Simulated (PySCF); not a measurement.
Molecule: sum formula GeH₃Te₄, charge 0, multiplicity 2. It need not be the lowest isomer of its formula. SMILES: [Te][Ge]([TeH])([TeH])[TeH]
Coordinates optimised at B3LYP-D3(BJ)/def2-TZVP (Ansatz):
```
Ge
Te 1 2.5211
Te 1 2.5855 2 120.38
H 3 1.6634 1 91.49 2 -57.55
Te 1 2.5933 2 117.66 4 156.72
H 5 1.6607 1 90.66 2 5.42
Te 1 2.6323 2 92.56 6 108.65
H 7 1.6633 1 91.81 2 76.16
```
Charge 0, spin multiplicity 2.

Dispersion corrections to the total energy (kcal/mol) from the dftd3 and dftd4 libraries through PySCF: D3(BJ) without and D4 with the three-body term, each with the damping fitted for the functional named.

```tsv
functional	D3(BJ)	D4
B2GP-PLYP	-17.87	?
BLYP	-25.13	-22.73
LC-wPBE	-13.43	-13.27
CAM-B3LYP	?	-11.10
BP86	-23.78	-17.60
BHLYP	-20.63	-20.62
PBE0	?	-10.14
```

**Question.** Complete the blanks.

**Answer.** 
- B2GP-PLYP, D4: -5.28
- CAM-B3LYP, D3(BJ): -12.72
- PBE0, D3(BJ): -10.47
